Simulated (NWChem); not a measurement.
C₂H₅O₂ cation; SMILES COC=[OH+]

```xyz
9

C      0.5069    -1.4417    -0.0013
O     -0.6700    -0.5440    -0.0009
C     -0.5845     0.7180    -0.0003
O      0.4791     1.4338     0.0006
H      1.0792    -1.2728     0.9136
H      0.0760    -2.4399    -0.0068
H      1.0849    -1.2655    -0.9113
H     -1.5222     1.2718    -0.0005
H      1.3336     0.9515     0.0010
```
Atoms are numbered in this order, from 1.

All runs: NWChem. All runs use the structure optimised with B3LYP/6-31G* (spherical d). Vzz is the largest principal value of the second derivative of the potential at the nucleus (NWChem prints the opposite sign); η is the asymmetry. Non-relativistic.

For level B3LYP/def2-SVP:

| Quantity | Value |
|---|---|
| Vzz O4 (a.u.) | 1.393 |

Problem. What are these values for level B3LYP/cc-pVTZ?

Solution. 
* **Vzz O4 (a.u.)**: 1.363
